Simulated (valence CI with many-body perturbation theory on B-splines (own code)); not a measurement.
The numbers below are computed, except where a source is named.
## Basis-set convergence for Cd XXVII

Method: configuration interaction combined with many-body perturbation theory (CI+MBPT): four valence electrons over a frozen Dirac-Fock core [Ar], a basis of 7 s, 7 p, 8 d, 6 f, 4 g, 1 h functions for each j, with the one-electron correlation potential Σ1 (screened to all orders), the two-electron term Σ2, the three-electron term Σ3, Breit, model QED; selected single and double excitations, second order for the rest, scaled by the run's own slope (own B-spline code, finite nucleus).

The last digits are not significant, and no measured levels were compared; by estimate large intervals hold to a few tenths of a per cent, small ones and those within an open d or f shell to about a per cent. Only levels of the ground parity were solved; by the run's estimate the other parity begins above the list, which can be wrong where configurations are misplaced.

The reference run has the lowest level 3d⁴ ⁵D_0 [a] and an ionisation energy of 1400.85 eV. Its largest variational space holds 17847 state functions.

Names give the largest LS component (configuration and term), which can be under half, so a name can repeat, a term be missing and a line seem to break the LS rules; names also repeat where a configuration has a term twice. Letters in brackets count levels of one name in rising energy.

Changed runs:
A. basis 6 s, 6 p, 5 d, 5 f, 1 g
B. basis 5 s, 5 p, 4 d, 4 f

Excitation energies of the reference run in cm⁻¹, and shifts in cm⁻¹:

```csv
Level,Reference,A,B
3d⁴ ⁵D_1,33221,-163,-298
3d⁴ ⁵D_2,58385,-209,-362
3d⁴ ⁵D_3,75789,-181,-281
3d⁴ ⁵D_4,83140,-42,+27
3d⁴ ⁵D_0 [b],118064,+88,+200
3d⁴ ³H_4,126669,+45,+354
3d⁴ ³G_3,148523,+137,+620
3d⁴ ³F_2 [a],152568,+240,+827
3d⁴ ³H_5,157187,+99,+605
3d⁴ ³P_1 [a],160051,+171,+586
3d⁴ ³H_6,168946,+144,+737
3d⁴ ³G_4,184893,+177,+728
Ionisation energy (eV),1400.85,-0.09,-0.14
```
